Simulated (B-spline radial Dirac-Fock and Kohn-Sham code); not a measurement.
In the model described below, a K (1s) vacancy in zinc as Zn²⁴⁺, [He] 2s2 2p2, lives for 1.5 fs, which corresponds to a natural width of 0.445 eV. Out of 1000 such holes, about 606 decay by emitting a photon and the rest by ordinary Auger emission. The strongest X-ray line is Kα1 (K-L3) at 8852.7 eV, with 66 % of the radiative rate. The strongest electron group is K-L1L1 near 6198 eV, with 37 % of the non-radiative rate.

These are calculated numbers from an atomic code on a B-spline grid; the model is independent-particle radiative and Coulomb Auger rates from relativistic LDA hole-state orbitals, with Dirac-Fock energies.
